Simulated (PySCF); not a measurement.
**Simulated characterisation data**

One averaged value for each set of equivalent atoms, in vacuum, one conformer, non-relativistic. PBE0/pcSseg-1 with gauge-including orbitals; spin–spin couplings from B3LYP/pcJ-1 (spin–dipole term left out of most H,H and C,H couplings); GFN2-xTB geometry; PySCF 2.14.0 with density-fitted response routines.

Referencing at the same level of theory: $^{1}$H (31.72 ppm), $^{13}$C (186.93 ppm) against TMS. Multiplet labels drop J under 1 Hz and among equivalent protons, and merge close values. Unscaled 3J(H,H) run several per cent high. Vicinal couplings that depend on rotamer populations or ring flexing (ring, CH–CH, X–H and H–F types) are those of the one conformer. One-bond C–F couplings are unscaled and too large by tens of Hz. Shifts are as computed. Against solution values, carbons near 30 ppm lie about +3 ppm off and those near 130 ppm about +5 ppm. Of 1313 compounds with measured shifts, 239 miss one by over three times the rms of a fit or turn the order of signals round; such compounds aren't used in these exercises. Across acyclic CH2–CH2 and CH–CH2 bonds, 3J(H,H) assumes equally populated rotamers.

**1.** `C(C#C)(C#C)CF`, C$_{6}$H$_{5}$F. $^{1}$H NMR (600 MHz, computed): δ 4.81 (dd, J = 52.2, 6.2 Hz, 2H), 3.80 (dtt, J = 11.0, 6.2, 3.6 Hz, 1H), 1.68 (d, J = 3.6 Hz, 2H). $^{13}$C{$^{1}$H} NMR (computed): δ 89.9 (CH2, d, J = 239.8 Hz), 83.7 (C, d, J = 6.0 Hz), 78.7 (CH), 27.0 (CH, d, J = 23.8 Hz).

**2.** SMILES F[C@@]12C=C[C@H]3[C@@H]1[C@H]32, C$_{6}$H$_{5}$F. $^{1}$H NMR (600 MHz, computed): δ 6.23 (ddd, J = 6.8, 2.4, 1.2 Hz, 1H), 6.04 (ddd, J = 6.8, 4.8, 2.8 Hz, 1H), 4.21 (d, J = 2.2 Hz, 2H), 1.36 (d of quint, J = 12.1, 2.4 Hz, 1H). $^{13}$C{$^{1}$H} NMR (computed): δ 139.1 (d, J = 6.0 Hz), 137.4 (d, J = 23.4 Hz), 89.0 (d, J = 310.7 Hz), 55.3 (d, J = 10.7 Hz), 25.0 (d, J = 8.3 Hz).
